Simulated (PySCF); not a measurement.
CH7BO5Si, SMILES O([Si](O)(O)C)B(O)O (GFN2-xTB optimised geometry):

```
15

Si    -1.794    -0.071     0.000
C     -2.418    -0.843     1.610
O     -2.333    -0.799    -1.357
O     -2.295     1.466     0.000
O     -0.150    -0.071     0.000
B      0.787    -0.895    -0.494
O      2.112    -0.658    -0.293
O      0.427    -1.994    -1.224
H     -3.501    -0.900     1.610
H     -2.030    -1.848     1.750
H     -2.122    -0.251     2.469
H     -1.822    -1.544    -1.672
H     -2.237     1.994    -0.794
H      2.295     0.123     0.227
H      1.182    -2.501    -1.523
```

Calculation: B3LYP/def2-TZVP (PySCF 2.14.0).

Q: What are the frontier orbital energies and the dipole moment?

A: HOMO-2 -9.05 eV, HOMO-1 -8.96 eV, HOMO -8.45 eV, LUMO 0.05 eV, LUMO+1 0.90 eV; dipole moment 1.88 D.

On the same geometry PBE/def2-TZVP in PySCF 2.14.0 gives HOMO-2 -7.57 eV, HOMO-1 -7.53 eV, HOMO -7.14 eV, LUMO -0.40 eV, LUMO+1 0.41 eV; dipole moment 1.81 D.

Meta-Löwdin charges at B3LYP/def2-TZVP: Si1 1.51, C2 -0.63, O3 -0.77, O4 -0.76, O5 -0.64, B6 0.58, O7 -0.55, O8 -0.56, H9 0.13, H10 0.13, H11 0.13, H12 0.36, H13 0.36, H14 0.36, H15 0.36.
